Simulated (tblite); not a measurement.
Compound: C8H14N2.
Geometry (GFN2-xTB, Å), atoms numbered from 1 in this order:
```xyz
24
C8H14N2 angstrom
C     -0.636    2.173   -2.113
C      0.098    1.167   -1.674
C      0.241    0.793   -0.232
C      1.690    0.458    0.159
N      1.695   -1.007    0.250
C      2.638   -1.628    1.137
N      0.423   -1.474    0.303
C     -0.419   -0.564    0.022
C     -1.883   -0.797   -0.090
C     -2.635   -0.232    1.117
H     -1.173    2.820   -1.438
H     -0.730    2.396   -3.162
H      0.625    0.523   -2.366
H     -0.199    1.572    0.396
H      2.415    0.781   -0.591
H      1.962    0.905    1.126
H      2.550   -1.260    2.170
H      3.648   -1.430    0.778
H      2.455   -2.700    1.128
H     -2.055   -1.871   -0.157
H     -2.252   -0.320   -1.003
H     -2.267   -0.685    2.035
H     -2.505    0.846    1.184
H     -3.698   -0.445    1.029
```

Method: GFN2-xTB as coded in tblite; computed harmonic values from a numerical Hessian at the method's own geometry, unscaled. This tight-binding method is rough: wavenumbers can miss measured ones by several per cent, in bad cases by 10 to 20. One conformer, not necessarily the lowest.

Harmonic wavenumbers (cm⁻¹): 37.3, 60.1, 68.0, 118.6, 169.7, 191.4, 203.5, 235.6, 268.0, 323.1, 383.6, 397.9, 414.4, 563.0, 638.5, 664.3, 678.1, 819.2, 858.8, 892.2, 909.8, 924.3, 981.1, 1003.6, 1010.7, 1024.2, 1068.6, 1075.6, 1086.6, 1097.1, 1127.0, 1159.6, 1190.3, 1202.1, 1218.6, 1238.2, 1255.0, 1278.8, 1302.0, 1318.1, 1345.0, 1399.4, 1404.1, 1417.9, 1462.2, 1468.9, 1481.1, 1484.7, 1501.2, 1503.1, 1690.9, 1710.9, 2871.9, 2873.8, 2946.1, 2956.8, 2962.5, 2999.9, 3003.4, 3034.2, 3037.1, 3041.2, 3044.9, 3059.9, 3094.1, 3122.0.

A = 1667, B = 1099, C = 741.7 MHz; mass 138.116 u (most abundant isotopes); point group C1, symmetry number 1.

Problem. What is the zero-point energy?

Solution. Half the sum of the wavenumbers: 45187 cm⁻¹ = 129.20 kcal/mol.

Problem. Give the ideal-gas entropy at 273.15 K and 1 bar in the rigid-rotor, harmonic-oscillator model (classical rotation).

Solution. Translation 40.27, rotation 29.59, vibration 32.18: S = 102.0 cal/(mol K).

Problem. And Cp and H(273.15 K) − H(0)?

Solution. Cp = 39.90 cal/(mol K), of which vibrations give 31.95 (their classical limit is 66 R = 131.2); H(273.15 K) − H(0) = 6.69 kcal/mol without the zero-point energy, 4.52 from vibrations.

Problem. How do the functions run with temperature in this model?

Solution. 
| T (K) | S (cal/(mol K)) | Cp (cal/(mol K)) | H − H(0) (kcal/mol) | G − H(0) (kcal/mol) | ln q(vib) |
| --- | --- | --- | --- | --- | --- |
| 100 | 73.1 | 21.1 | 1.44 | -5.87 | 2.38 |
| 200 | 91.0 | 31.6 | 4.09 | -14.11 | 5.60 |
| 300 | 105.9 | 43.2 | 7.81 | -23.97 | 8.68 |
| 500 | 133.7 | 66.9 | 18.90 | -47.97 | 14.71 |
| 800 | 170.9 | 91.2 | 42.94 | -93.82 | 23.56 |
| 1000 | 192.5 | 101.8 | 62.29 | -130.21 | 29.18 |

q(vib) and H(0) count from the zero-point level.

Problem. What must be added to the electronic energy to get the Gibbs energy at 273.15 K and 1 bar?

Solution. ZPE + [H(273.15 K) − H(0)] − T·S = 129.20 + 6.69 − 27.87 = 108.02 kcal/mol.

Hindered rotation and anharmonicity are outside this model. Other conformers, if any are populated, would add a mixing term that is left out. The structure is chiral; the term R ln 2 for an equal mix with its mirror image is left out.
